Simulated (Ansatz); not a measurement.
Gas-phase electronic energies from Ansatz, PBE0-D4/def2-TZVP geometries. CCSD(T)/CBS is the MP2 limit (def2-TZVPP, def2-QZVPP) plus CCSD(T) − MP2 in def2-TZVPP, frozen cores. Each species was taken in one conformer, which may not be the lowest.

`BN([SiH3])[SiH2]F` + `BN[SiH3]` → `BN[SiH2]F` + `BN([SiH3])[SiH3]`  (redistribution)

`BN([SiH3])[SiH2]F`:

Cartesian coordinates in Å:
```
B -0.781 -1.309 -0.652
N -0.089 -0.214 -0.086
Si -0.069 1.289 -1.005
Si 0.678 -0.347 1.460
F -0.167 0.463 2.547
H -0.845 -2.351 -0.066
H -1.296 -1.182 -1.729
H 0.673 2.295 -0.203
H -1.454 1.760 -1.241
H 0.617 1.080 -2.303
H 2.016 0.283 1.415
H 0.717 -1.766 1.865
```

`BN[SiH3]`:

```xyz
9

B     0.592   -1.236   -0.742
N     0.491    0.120   -0.416
Si   -0.632    0.841    0.709
H    -0.151   -2.016   -0.218
H     1.414   -1.594   -1.537
H     1.134    0.746   -0.880
H     0.102    1.536    1.800
H    -1.470   -0.246    1.263
H    -1.480    1.849    0.020
```

`BN[SiH2]F`:

```xyz
9

B    -0.984    0.864   -0.835
N    -0.387   -0.335   -0.418
Si    0.827   -0.480    0.801
F     2.273   -0.635    0.141
H    -0.652    1.885   -0.306
H    -1.811    0.848   -1.700
H    -0.683   -1.182   -0.883
H     0.596   -1.715    1.585
H     0.821    0.750    1.615
```

`BN([SiH3])[SiH3]`:

Cartesian coordinates in Å:
```
B 0.704 -0.847 -1.251
N 0.120 -0.150 -0.175
Si 0.311 -0.662 1.489
Si -0.825 1.279 -0.563
H 1.361 -1.830 -1.055
H 0.533 -0.441 -2.370
H -1.021 -0.934 2.089
H 1.145 -1.886 1.515
H 0.958 0.419 2.278
H -1.971 0.923 -1.434
H 0.020 2.292 -1.240
H -1.334 1.837 0.718
```

```
            species  MP2/def2-QZVPP energy (Eh)
`BN([SiH3])[SiH2]F`                  -761.66229
         `BN[SiH3]`                  -372.14642
        `BN[SiH2]F`                  -471.39766
 `BN([SiH3])[SiH3]`                  -662.41147
```

Task: Work out ΔE.

Result: ΔE = (-471.39766) + (-662.41147) − (-761.66229) − (-372.14642) = -0.00042 Eh = -1.1 kJ/mol. CCSD(T)/CBS gives -0.8 kJ/mol.

Largest T1 diagnostic among the species: 0.013.
